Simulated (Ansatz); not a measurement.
CH3AlF2, charge +1, doublet, geometry from GFN2-xTB (such geometries of metal compounds can be far from the true shape) (a state made from the parent by changing its charge; the spin is typed, not shown lowest); HF/6-31G* (Ansatz, a quantum-chemistry and plane-wave program).

Here is a job for Ansatz.
Ansatz 0.2 input:
```yaml
crystal:
  periodic: [false, false, false]
  atoms:
    - {symbol: Al, position_ang: [0.16582743, 0.13326291, 0.00530415]}
    - {symbol: C, position_ang: [-1.49424149, -1.15936547, -0.06057599]}
    - {symbol: H, position_ang: [-1.15408154, -1.98388762, -0.70042866]}
    - {symbol: H, position_ang: [-2.28282133, -0.52474443, -0.48523813]}
    - {symbol: H, position_ang: [-1.63358931, -1.45251016, 0.98807008]}
    - {symbol: F, position_ang: [-0.15547099, 1.61363510, -0.57832043]}
    - {symbol: F, position_ang: [1.47549151, -0.59308873, 0.63299806]}
basis:
  gaussian:
    orbitals: 6-31G*
hamiltonian:
  xc: hf
total_charge: 1
magnetization: {spin_polarized: true, initial_magnetization: 1}
scf: {lower_state_search: off}
```

Q: Write the output that Ansatz gives for this input, abridged.

A: 
```
Functional definition: HF
these checks for a lower state are left out or cut short: stability, starts, cluster_reference, orbital_swaps, neighbouring_geometries, increment
653 factors; integrals over basis functions are off by at most 6.1e-4 eV
mean field evaluation 1: about -13059.8048 eV, gradient 4.5e1 eV
mean field evaluation 2: about -13059.8170 eV, gradient 4.5e1 eV
mean field evaluation 4: about -13066.7524 eV, gradient 2.1e0 eV
mean field evaluation 8: about -13066.8129 eV, gradient 1.3e-3 eV
mean field -13066.81288831 eV, -480.1965166416 hartree, gradient 3.7e-6 eV, S^2 0.755972; 0 other end points of the search recorded, 0 dependent functions left out
reference -13066.81288831 eV, -480.1965166416 hartree; 20, 19 occupied and 50, 51 virtual orbitals, 653 factors
Total energy: -13066.81288831 eV, -480.1965166416 hartree
Checks for a lower state left out: stability, starts, cluster_reference, orbital_swaps, neighbouring_geometries, increment
```
